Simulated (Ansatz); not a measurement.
The same atomization along the group O, S, Se, Te.

Calculated with Ansatz (gas phase, PBE0-D4/def2-TZVP geometries, no zero-point term in ΔE). CCSD(T)/CBS adds triple-zeta CCSD(T) − MP2 to the extrapolated MP2 energy (def2 sets, frozen cores). Small cases extrapolate CCSD(T) itself. DFT in def2-TZVPP. No spin–orbit coupling; open shells (•) take unrestricted orbitals. Spin–orbit coupling would lower the free atoms: a little for C, O, S; clearly for Se; strongly for Te. def2 core potentials past Kr. For Se, Te outer-core shells are correlated without core-valence functions, so the limit isn't a true one: a few kJ/mol of doubt a bond, and 10 to 20 or more in all where bonds break to atoms. Scalar relativity is left out up to krypton. Each species was taken in one conformer, which may not be the lowest.

| reaction | CCSD(T)/CBS(def2) (kcal/mol) |
| --- | --- |
| `C#CCO` → 3 C• + 4 H• + O• | 797.2 |
| `C#CCS` → 3 C• + 4 H• + S• | 756.8 |
| `C#CC[SeH]` → 3 C• + 4 H• + Se• | 741.4 |
| `C#CC[TeH]` → 3 C• + 4 H• + Te• | ? |

Q: Fill in the missing values. (An estimate is asked.)

A: Computed: `C#CC[TeH]` → 3 C• + 4 H• + Te•: +725.9 kcal/mol.

Largest T1 diagnostic: 0.012, for `C#CCO`.

Extrapolated directly: `C#CCO` → 3 C• + 4 H• + O•.

For atomizations the MP2-based limit and the directly extrapolated one differ by several kJ/mol either way, and by 10 to 25 for some Ge, Se and Sn compounds, so smaller differences from it don't rank the levels.
